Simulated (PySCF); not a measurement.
MF₂ across group 13

Level: PBE0, basis family def2-TZVP, scalar-relativistic core potentials from Rb on and no relativity for lighter atoms.

Each entry is the lowest minimum that a search over a few typed start shapes (and spin states, where more than one is plausible) found, or that minimum re-optimised at the stated level; isomers with ligand–ligand bonds, or fragments after loss of a ligand pair, can lie lower. Open shells are unrestricted; no spin–orbit coupling; PySCF with density fitting.

```
molecule  2S+1  point group  mean bond to the central atom (Å)  dipole (D)  highest ω (cm⁻¹)  atomisation (kJ/mol)
     BF₂     2          C2v                              1.306        0.27              1438                  1248
    GaF₂     2          C2v                              1.756        2.44               682                   872
    TlF₂     ?            ?                                  ?           ?                 ?                     ?
```

Question: Fill in the row of TlF₂.

Answer: 2S+1: 2; point group: C2v; mean bond to the central atom (Å): 2.071; dipole (D): 2.42; highest ω (cm⁻¹): 464; atomisation (kJ/mol): 635.

The bond lengthens at every step; the largest change, 0.450 Å, falls between BF₂ and GaF₂ among the members listed.

Spin–orbit coupling can matter for TlF₂.

Left out of the table are members whose search was unfinished or whose lowest solution was spin-contaminated, unstable, very soft or bonded differently.
